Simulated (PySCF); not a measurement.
Species: C₆H₆FNO₂.
SMILES with atom numbers: `[O:1]=[CH:2][NH:3][C@@H:4]1[CH:5]=[CH:6][O:7][CH:8]=[C:9]1[F:10]` (hydrogens: H11 on C2; H12 on N3; H13 on C4; H14 on C5; H15 on C6; H16 on C8)

The calculation used PySCF, TDDFT PBE0/def2-SVPD, vertical, gas phase, core orbitals frozen in the response. Geometry: GFN2-xTB, one conformer, isolated molecule. Torsions of this conformer, `[O:1]=[CH:2][NH:3][C@@H:4]1[CH:5]=[CH:6][O:7][CH:8]=[C:9]1[F:10]`: O1–C2–N3–C4 2°, C2–N3–C4–C5 -114°.

Kohn–Sham orbitals with the atoms that hold most of them (Löwdin shares over 4%, at most four atoms; ? is withheld):

| orbital | ε (eV) | atoms |
| --- | --- | --- |
| HOMO-3 | -8.53 | C5 21%, C6 19%, C8 13%, C9 8% |
| HOMO-2 | -7.94 | O1 59%, C2 12%, H11 6%, N3 5% |
| HOMO-1 | -7.83 | ? |
| HOMO | -6.89 | ? |
| LUMO | -0.48 | C5 17%, C6 16%, C9 15%, C8 12% |
| LUMO+1 | 0.40 | H12 17%, C6 13%, C2 11%, C8 10% |
| LUMO+2 | 0.54 | C6 18%, C5 13%, O7 12%, C8 12% |

**Question.** Give the leading atoms of the HOMO.

**Answer.** O7 (bonded to 2 C) 19%; C9 (bonded to 2 C and F) 16%; C5 (bonded to 2 C and H) 13%; C8 (bonded to C, O and H) 11%. By element: carbon 40% or more, oxygen 19% or more.

**Question.** Which atoms hold the HOMO-1, and with what shares?

**Answer.** N3 (bonded to 2 C and H) 36%; O1 (bonded to C) 24%; C2 (bonded to N, O and H) 7%; C5 (bonded to 2 C and H) 7%. By element: nitrogen 36%, oxygen 24% or more, carbon 14% or more.

**Question.** The HOMO–LUMO gap is 6.42 eV. Where does the response calculation put the lowest singlet, and from which orbitals?

**Answer.** S1 is at 5.26 eV (f = 0.018), 1.16 eV below the gap, made of HOMO→LUMO (88%). Without the coupling terms of the response equations the lowest excitation would equal the gap.

Next come S2 at 5.80 eV (f 0.0088), HOMO-2→LUMO (34%), HOMO-2→LUMO+3 (21%), HOMO→LUMO+3 (21%); S3 at 6.18 eV (f 0.015), HOMO→LUMO+1 (68%), HOMO-1→LUMO (26%); S4 at 6.23 eV (f 0.017), HOMO-1→LUMO (44%), HOMO→LUMO+1 (25%), HOMO→LUMO+2 (24%); S5 at 6.54 eV (f 0.0065), HOMO→LUMO+3 (44%), HOMO-2→LUMO (35%), HOMO→LUMO+2 (14%).

Löwdin shares depend on the basis, the more so with diffuse functions.
